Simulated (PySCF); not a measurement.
H4O, SMILES [OH4+2], charge +2.

Geometry: r2SCAN-D4/def2-TZVPD.

Calculation: r2SCAN-D4/def2-TZVPD in PySCF.

Harmonic, unscaled wavenumbers; measured fundamentals usually lie a few per cent lower.

Modes within 1.5 cm⁻¹ of each other (mostly degenerate sets) share a row, with their intensities summed.

| mode | ν (cm⁻¹) | IR (km/mol) | Raman (Å⁴/amu) | depolarisation | moving atoms (share of kinetic energy) |
|---|---|---|---|---|---|
| 1–3 | 1436 | 1096.2 | 1.7 | 0.75 | H 88 %, O 12 % |
| 4–5 | 1602 | 0.0 | 5.7 | 0.75 | H 100 % |
| 6–8 | 2817 | 2763.9 | 21.2 | 0.75 | H 92 %, O 8 % |
| 9 | 2971 | 0.0 | 51.4 | 0.00 | H 100 % |
